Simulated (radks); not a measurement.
Valence configurations of Sm (all share [Xe]). Method: scalar-relativistic Kohn-Sham, BLYP, spin-polarised, spherical densities, finite nucleus; open shells are filled with parallel spins first (spin-orbit coupling, left out, can overturn this in heavy ions); Fermi nuclear charge, rms radius 5.0819 fm; computed with a radial shooting solver on a logarithmic mesh with Libxc functionals. Energies are relative to 4f6 6s2; eigenvalues in eV for spin up.

[
 {"valence": "4f6 6s2", "E (eV)": "0.000", "moment (Bohr magnetons)": "6", "e(4f)": "-3.375", "e(5d)": "-", "e(6p)": "-", "e(6s)": "-3.524"},
 {"valence": "4f6 6p2", "E (eV)": "4.712", "moment (Bohr magnetons)": "8", "e(4f)": "-5.695", "e(5d)": "-", "e(6p)": "-2.276", "e(6s)": "-"},
 {"valence": "4f6 5d0.5 6s1.5", "E (eV)": "0.764", "moment (Bohr magnetons)": "7", "e(4f)": "-2.721", "e(5d)": "-1.450", "e(6p)": "-", "e(6s)": "-3.428"},
 {"valence": "4f5 5d1 6s2", "E (eV)": "3.840", "moment (Bohr magnetons)": "6", "e(4f)": "-8.991", "e(5d)": "-2.903", "e(6p)": "-", "e(6s)": "-4.004"},
 {"valence": "4f6 5d1 6s1", "E (eV)": "1.450", "moment (Bohr magnetons)": "8", "e(4f)": "-2.178", "e(5d)": "-1.235", "e(6p)": "-", "e(6s)": "-3.364"},
 {"valence": "4f6 6s1.5 6p0.5", "E (eV)": "1.060", "moment (Bohr magnetons)": "7", "e(4f)": "-3.999", "e(5d)": "-", "e(6p)": "-1.470", "e(6s)": "-4.024"},
 {"valence": "4f6.5 6s1.5", "E (eV)": "0.563", "moment (Bohr magnetons)": "7", "e(4f)": "-0.518", "e(5d)": "-", "e(6p)": "-", "e(6s)": "-3.164"},
 {"valence": "4f6 6s1 6p1", "E (eV)": "1.995", "moment (Bohr magnetons)": "8", "e(4f)": "-4.529", "e(5d)": "-", "e(6p)": "-1.800", "e(6s)": "-4.463"},
 {"valence": "4f4 5d2.5 6s1.5", "E (eV)": "12.368", "moment (Bohr magnetons)": "7", "e(4f)": "-14.241", "e(5d)": "-3.483", "e(6p)": "-", "e(6s)": "-4.114"}
]

NIST lists [Xe] 4f6 6s2 as the ground configuration; this level of theory agrees among the configurations tried. The energies are those of spherical high-spin densities, not of single terms. No valid solution was reached for [Xe] 4f7 6s1.
